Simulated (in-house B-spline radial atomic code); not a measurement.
Configurations of Cl⁵⁺, with energies counted from [Ne] 3s2. Level of theory: Dirac-Hartree-Fock, average of configuration, Fermi nucleus of rms radius 3.3654 fm; calculated with a B-spline radial code for spherical atoms. Energies include first-order Breit, QED and recoil terms.

Occupations are held fixed; configurations that lie above the ionisation limit could autoionise.

```json
{"configuration": "[Ne] 3s1 5p1", "E - E(ref) (eV)": "70.825", "highest orbital": "5p3/2", "its <r> (bohr)": "4.939"}
{"configuration": "[Ne] 3s1 5g1", "E - E(ref) (eV)": "75.352", "highest orbital": "5g9/2", "its <r> (bohr)": "4.576"}
{"configuration": "[Ne] 3s1 7f1", "E - E(ref) (eV)": "84.884", "highest orbital": "7f7/2", "its <r> (bohr)": "11.15"}
{"configuration": "[He] 2s2 2p5 3s2 3d1", "E - E(ref) (eV)": "234", "highest orbital": "3d5/2", "its <r> (bohr)": "1.379"}
{"configuration": "[He] 2s2 2p5 3s2 4d1", "E - E(ref) (eV)": "264.68", "highest orbital": "4d5/2", "its <r> (bohr)": "3.073"}
{"configuration": "[He] 2s2 2p5 3s2 4f1", "E - E(ref) (eV)": "267.86", "highest orbital": "4f7/2", "its <r> (bohr)": "2.902"}
{"configuration": "[He] 2s2 2p5 3s2 6d1", "E - E(ref) (eV)": "284.35", "highest orbital": "6d5/2", "its <r> (bohr)": "7.864"}
{"configuration": "[He] 2s2 2p5 3s2 7f1", "E - E(ref) (eV)": "288.86", "highest orbital": "7f7/2", "its <r> (bohr)": "11.07"}
{"configuration": "[He] 2s1 2p6 3s2 4d1", "E - E(ref) (eV)": "336.59", "highest orbital": "4d5/2", "its <r> (bohr)": "3.072"}
{"configuration": "[He] 2s1 2p6 3s2 5g1", "E - E(ref) (eV)": "351.31", "highest orbital": "5g9/2", "its <r> (bohr)": "4.571"}
{"configuration": "[He] 2s1 2p6 3s2 6g1", "E - E(ref) (eV)": "357.3", "highest orbital": "6g9/2", "its <r> (bohr)": "7.314"}
{"configuration": "[He] 2s1 2p6 3s2 7f1", "E - E(ref) (eV)": "360.79", "highest orbital": "7f7/2", "its <r> (bohr)": "11.07"}
```

(1) Order these further configurations by energy, lowest first.
A. [Ne] 3s1 6f1
B. [He] 2s1 2p6 3s2 3d1
C. [He] 2s1 2p6 3s2 3p1
D. [He] 2s2 2p5 3s2 5g1
E. [He] 2s1 2p6 3s2 5f1

(2) How far above the reference does [Ne] 3s1 5f1 lie?

(3) How far above the reference does [Ne] 3s1 7d1 lie?

(4) How far above the reference does [Ne] 3s1 4d1 lie?

(5) One of these lies 349.5 eV from the reference. Which?
A. [Ne] 3s1 6d1
B. [He] 2s2 2p5 3s2 7g1
C. [He] 2s1 2p6 3s2 6f1
D. [He] 2s1 2p6 3s2 5d1

Results:

(1) A (81.234 eV), D (279.38 eV), C (282.69 eV), B (305.82 eV), E (350.99 eV).

(2) 75.179 eV; its least bound orbital is 5f7/2 with <r> = 5.178 bohr.

(3) 84.506 eV; its least bound orbital is 7d5/2 with <r> = 11.21 bohr.

(4) 61.869 eV; its least bound orbital is 4d5/2 with <r> = 3.191 bohr.

(5) D.
